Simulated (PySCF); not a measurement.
What does the PBE0-D3(BJ)/def2-SVP structure of `C[N+](C)(C)[AlH3-2][N+](C)(C)C` (bis(trimethylamine) alane) look like in three dimensions?

```
atom  x, y, z in Å
C1    -2.5442   -1.5367    0.3623
N2    -2.1426   -0.1400    0.4831
C3    -2.3294    0.3361    1.8492
C4    -2.8760    0.6945   -0.4618
Al5   -0.0006    0.0000   -0.0014
N6     2.1383    0.1416   -0.4821
C7     2.2849    1.0328   -1.6278
C8     2.6194   -1.1979   -0.8011
C9     2.8308    0.6776    0.6843
H10   -1.9420   -2.1490    1.0475
H11   -3.6167   -1.6714    0.5998
H12   -2.3544   -1.8824   -0.6633
H13   -3.3937    0.2934    2.1498
H14   -1.7356   -0.2840    2.5350
H15   -1.9735    1.3729    1.9251
H16   -2.5186    1.7309   -0.3849
H17   -3.9645    0.6682   -0.2646
H18   -2.6835    0.3410   -1.4842
H19   -0.0499    1.6059    0.2594
H20    0.3405   -1.0168    1.2226
H21   -0.2953   -0.5900   -1.4896
H22    1.8711    2.0191   -1.3764
H23    3.3466    1.1464   -1.9185
H24    1.7187    0.6276   -2.4780
H25    3.6957   -1.1903   -1.0582
H26    2.0481   -1.5971   -1.6507
H27    2.4584   -1.8574    0.0628
H28    2.6622    0.0141    1.5439
H29    2.4205    1.6671    0.9287
H30    3.9187    0.7681    0.5025
```

Orientation and origin are arbitrary. Atoms count from 1 in this order. Of the pairs four or more bonds apart, H12···H18 is among the closest relative to their van der Waals radii: 2.39 Å, 100 % of the sum of Bondi's values. N2 (nitrogen bonded to Al and 3 C) is tetrahedral (angles from 108.1° to 110.8°). All 6 C–N bonds measure 1.458 to 1.459 Å. Al5 (aluminium bonded to 2 N and 3 H) is trigonal bipyramidal (τ5 = (β − α)/60° = 1.00 from the two widest angles, 179.9° and 120.1° (0 for a square pyramid, 1 for a trigonal bipyramid)).

Bonds between heavy atoms (Å): C1–N2 1.458, N2–C3 1.459, N2–C4 1.458, N2–Al5 2.201, Al5–N6 2.197, N6–C7 1.459, N6–C8 1.459, N6–C9 1.459.

Computed with PySCF 2.14.0, PBE0-D3(BJ)/def2-SVP geometry optimisation, gas phase.

Point group: D3h (every atom within 0.08 Å of its image). Not checked by PBE0-D3(BJ)/def2-SVP frequencies.
